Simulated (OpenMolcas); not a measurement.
## What dynamic correlation does to the levels of Co⁺

| Item | Value |
| --- | --- |
| Program | OpenMolcas 26.06 |
| Basis | ANO-R1 [5s3p2d1f] |
| Scalar Hamiltonian | X2C, finite nucleus |
| Active space | 8 electrons in 5 orbitals (3d) |
| State averaging | 2S+1 = 3 even, 10 roots; 2S+1 = 1 even, 15 roots |
| Spin-orbit coupling | state interaction with AMFI integrals over the reference wave functions, term energies averaged over their components |

Methods on the same reference wave functions:
A. CASSCF
B. SS-CASPT2, IPEA 0.25 Eh, imaginary shift 0.1 Eh (closed shells correlated: 3s 3p)

Energies in cm⁻¹ above 3d⁸ ³F₄, the measured ground level; measured values from NIST Handbook of Basic Atomic Spectroscopic Data.

```
  Level      A      B  Measured
3d⁸ ³F₄    0.0    0.0       0.0
3d⁸ ³F₃    951    952       950
3d⁸ ³F₂   1616   1603      1597
3d⁸ ¹D₂  14593  11400          
3d⁸ ³P₂  17693  15120          
3d⁸ ³P₁  18006  15470          
3d⁸ ³P₀  18205  15660          
3d⁸ ¹G₄  22656  20530          
3d⁸ ¹S₀  54739  45570
```

Deviations, from unrounded energies. A percentage is the sum of absolute deviations over the sum of measured energies, with the sign that they share, or ± where signs differ.

| Against measurement | Levels | A | B |
| --- | --- | --- | --- |
| mean absolute deviation (cm-1) | 2 | 9.3 | 3.7 |
| fine structure of the ground term (%) | 2 | +0.7 | +0.3 |

B lies closest to measurement on these levels. The largest miss of B in the table is 3d⁸ ³F₂, by +6 cm-1. The ranking rests on the paired levels alone, and a cruder setting can come out closer through cancelling errors.

From A to B the spin-free energies of the other terms of 3d⁸ shown, above ³F, scale by factors of 0.77 to 0.90, as is usual when dynamic correlation screens the repulsion within a d or f shell.

The lowest spin-free term lies below A's lowest term by 0.447 hartree in B.

Term energies are means over components that CASPT2 splits; among the terms shown or strongly mixed into the levels shown the widest spread is 880 cm-1 (3d⁸ ³F, B). Without dynamic correlation excited terms often stand tens of per cent too high (terms of higher spin than the ground term too low), and those without a measured partner can miss by more than the paired ones (holds for A). Computed and measured levels are paired by configuration, term and J; levels that our copy of the source lacks, or whose pairing is in doubt (as where it misses far off the trend of its configuration), stay unpaired and out of the deviations. Levels of configurations outside the active space are missing.
